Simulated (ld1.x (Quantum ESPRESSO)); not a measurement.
manganese, ultrasoft: configuration errors across variants

ld1.x (Quantum ESPRESSO) 7.5 input, shortened:

```
&input
   title='Mn', zed=25., rel=1, dft='PBE', iswitch=3,
   config='[Ar] 3d5 4s0.5 4p0'
 /
 &inputp
   pseudotype=3, tm=.true., lloc=-2, rcloc=1.15,
   nlcc=.true., rcore=0.80,
   which_augfun='PSQ', rmatch_augfun_nc=.true.
 /
6
4S  1  0   0.50   0.00  1.80  2.35  0.0
4S  1  0   0.00  -0.60  1.80  2.35  0.0
3P  2  1   6.00   0.00  1.40  1.50  0.0
4P  3  1   0.00   0.00  1.40  1.50  0.0
3D  3  2   5.00   0.00  1.30  1.50  0.0
3D  3  2   0.00  -0.95  1.30  1.50  0.0
 &test
   configts(1)='3p6 3d5 4s0.5 4p0'
 /
```

All-electron excitation energies from the reference (eV): (1) 3p6 3d5 4s2 4p0 -15.269; (2) 3p6 3d5 4s1 4p0 -6.853; (3) 3p6 3d5 4s0 4p0 8.746; (4) 3p6 3d6 4s0 4p0 -8.456; (5) 3p6 3d5 4s1 4p1 -11.412; (6) 3p6 3d5 4s0 4p1 -2.113; (7) 3p6 3d4 4s0 4p0 41.265.

Tests that are not counted but printed errors over 1 eV. “all radii but the core radius scaled by about 1.19 (s 2.80, p 1.78, d 1.78 bohr, rcut 2.14/1.66/1.54); local potential all-electron potential smoothed inside 1.38 bohr (lloc = -2)”: 3p6 3d4 4s0 4p0 (solver errors, printed error -1298 eV).

1 further variants failed, have other tests or too few solved ones, and are left out.

A true bound ghost makes a file unfit for plane-wave use even where its test errors are small: the radial tests pick states by their node count and pass the ghost by.

Errors AE − PS in meV (a dash: test not solved or not reliable):

| change | (1) | (2) | (3) | (4) | (5) | (6) | (7) | bound ghosts |
| --- | --- | --- | --- | --- | --- | --- | --- | --- |
| base | +1.3 | +0.6 | -0.7 | +1.7 | -0.9 | -3.6 | +12 | s |
| type TM; waves now 4s (bound): rc 2.35 bohr; 3p (bound): rc 1.50 bohr; 3d (bound): rc 1.50 bohr; local potential the d channel | -7.1 | -1.2 | -3.8 | -57 | -86 | -151 | -16 | s |
| local potential all-electron potential smoothed inside 1.70 bohr (lloc = -2) | +2.4 | +0.7 | -0.7 | +2.0 | -0.9 | -3.9 | +11 | none |
| core correction a·sin(br)/r model core inside 1.54 bohr | +2.1 | +0.7 | -0.5 | +6.2 | -0.6 | -3.0 | +23 | s |
| all radii but the core radius scaled by about 1.19 (s 2.80, p 1.78, d 1.78 bohr, rcut 2.14/1.66/1.54); local potential all-electron potential smoothed inside 1.38 bohr (lloc = -2) | -11 | -1.6 | -3.9 | -17 | -22 | -26 | – | none |
| waves 3p (bound): rcut 1.40, rcutus 1.94 bohr; 4p (bound): rcut 1.40, rcutus 1.94 bohr | +1.2 | +0.6 | -0.7 | -4.6 | +1.7 | +0.1 | +4.7 | s |

Problem. Give the same row for: waves 4s (bound): rcut 1.80, rcutus 2.28 bohr; 4s channel at -0.6 Ry: rcut 1.80, rcutus 2.28 bohr.

Solution. +2.1, +0.7, -0.7, +2.0, -0.7, -3.7, +11; bound ghosts: s.
